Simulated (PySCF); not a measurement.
Gas-phase equilibrium of 1 mol SnCl4, 22 mol H2 at 600 K and 1.01 bar, among 14 species (SnCl4, HCl, SnH2, SnHCl3, SnCl3, H, H2, SnH4, SnCl2, SnH2Cl2, Cl, Cl2, SnH3Cl, SnHCl). Only gases are allowed; each row takes one source of thermochemistry for all species, and Cantera finds the minimum.

Method: PySCF energies (xtb for GFN2) plus ideal-gas RRHO corrections (1 bar). † marks an energy on the PBE0/def2-TZVP geometry and frequencies; other levels use their own. CCSD(T) freezes the core. The species in the table below are closed-shell singlets. B3LYP is the form with VWN-RPA correlation. Sn: scalar-relativistic def2 core potential, no spin-orbit coupling. SnHCl3: computed as isolated molecules; such fragments, hydroxides, amides, oligomers or adducts are transient or little studied in the gas. CCSD(T) isn't extrapolated to the basis-set limit. The harmonic model lacks anharmonicity and excited electronic states, which grow with temperature; levels with a mode under 35 cm⁻¹ are left out. Soft modes under 120 cm⁻¹ make the harmonic entropy rough for SnCl4, SnHCl3, SnCl2.

Molecules larger than those listed are left out.

With B3LYP/def2-TZVP† thermochemistry: H2 0.88, HCl 0.083, SnCl2 0.042, SnCl4 6.0e-8, SnHCl3 5.3e-10.

Task: How far does the composition move with the other sources (CCSD(T)/def2-SVP†, GFN2-xTB, r2SCAN/def2-TZVP†, LDA/def2-TZVP†, ωB97X-V/def2-TZVP†)?

Result: 
```json
[
 {"thermochemistry": "B3LYP/def2-TZVP†", "x H2": "0.88", "x HCl": "0.083", "x SnCl2": "0.042", "x SnCl4": "6.0e-8", "x SnHCl3": "5.3e-10"},
 {"thermochemistry": "CCSD(T)/def2-SVP†", "x H2": "0.88", "x HCl": "0.083", "x SnCl2": "0.042", "x SnCl4": "6.7e-5", "x SnHCl3": "9.9e-7"},
 {"thermochemistry": "GFN2-xTB", "x H2": "0.88", "x HCl": "0.083", "x SnCl2": "0.042", "x SnCl4": "<1e-12", "x SnHCl3": "<1e-12"},
 {"thermochemistry": "r2SCAN/def2-TZVP†", "x H2": "0.88", "x HCl": "0.083", "x SnCl2": "0.041", "x SnCl4": "0.00036", "x SnHCl3": "4.2e-7"},
 {"thermochemistry": "LDA/def2-TZVP†", "x H2": "0.88", "x HCl": "0.083", "x SnCl2": "0.042", "x SnCl4": "7.6e-5", "x SnHCl3": "1.4e-6"},
 {"thermochemistry": "ωB97X-V/def2-TZVP†", "x H2": "0.88", "x HCl": "0.081", "x SnCl2": "0.040", "x SnCl4": "0.0013", "x SnHCl3": "4.7e-6"}
]
```
The most sensitive of these is SnCl4: it spans a factor of 10^9.1 over these rows; at this temperature one factor of ten is RT ln 10 = 11 kJ/mol.
